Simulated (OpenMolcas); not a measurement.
# C3H11AlO: a line through the functionals

C3H11AlO has 16 atoms, charge 0, and is taken as a singlet. SMILES: `C[Al-](C)(C)[OH2+]`. Geometry: relaxed at PBE0-D4/def2-TZVP. This is one conformer, not always the lowest.

The HOMO–LUMO gap y, in eV, basis 6-31G(d); a is the functional's share of exact exchange. Programs: OpenMolcas 26.06.

| functional | program | a | y (eV) |
| --- | --- | --- | --- |
| BLYP | OpenMolcas | 0 | 4.52 |
| PBE | OpenMolcas | 0 | 4.72 |
| B3LYP | OpenMolcas | 0.2 | ? |
| PBE0 | OpenMolcas | 0.25 | 7.05 |
| BHLYP | OpenMolcas | 0.5 | 9.04 |

Question: Fit y = c + s·a to the known rows and predict B3LYP.

Answer: 
1. Means of the 4 rows: a = 0.1875, y = 6.332.
2. Σ(Δa)² = 0.17188, Σ(Δa·Δy) = 1.5331, so the slope is 1.5331/0.17188 = 8.9196.
3. Intercept: 6.332 − (8.9196) × 0.1875 = 4.660. The largest residual of the fit is 0.16.
4. B3LYP: 4.660 + (8.9196) × 0.2 = 6.44 eV.

The run gave 6.39 eV, so the prediction is off by +0.05 eV, within the largest residual. Exact exchange lowers occupied levels and raises empty ones. The rows mix families of semi-local functionals, which the line can't see.
